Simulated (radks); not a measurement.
Spherical quantum dot in the effective-mass picture: electrons in a well V = -V0 / (1 + exp((r - R)/a)) with V0 = 41.9, R = 1.58, a = 0.14, all in effective atomic units (hartree* = m*/eps^2 hartree, bohr* = eps/m* bohr), one dielectric constant everywhere. Method: non-relativistic Kohn-Sham, LDA (Slater exchange, Perdew-Wang correlation), spin-polarised, spherical densities; computed with a radial shooting solver with Libxc functionals. Levels are named by radial order and angular momentum (1s, 1p, 1d, 2s, ...), and open shells are averaged over m. Results are scaled to m* = 0.097 and eps = 15.1, for which hartree* = 11.58 meV and bohr* = 8.238 nm.

N = 8, configuration 1s2 1p6. This is the lowest configuration that the search found. Occupied and some empty levels:

level  occupation  eigenvalue (meV)  <r> (nm)
1s              2           -370.42     6.679
1p              6           -347.71     7.714
1d              0           -317.56     8.429
2s              0           -297.89     6.594
1f              0           -281.26     8.989

Energy (meV): total -3172.60, kinetic 291.76, external -3760.7, Hartree 367.96, exchange-correlation -71.592.

Electron density:

r (nm)  n(r) (e/nm^3)
0.701        0.001144
1.87         0.001407
3.04         0.001821
4.21         0.002234
5.38         0.002466
6.55         0.002371
7.72         0.001919
8.89         0.001249
10.1        0.0006065
11.2        0.0002052
12.4       0.00004513
13.6        6.533e-06
14.7        6.991e-07
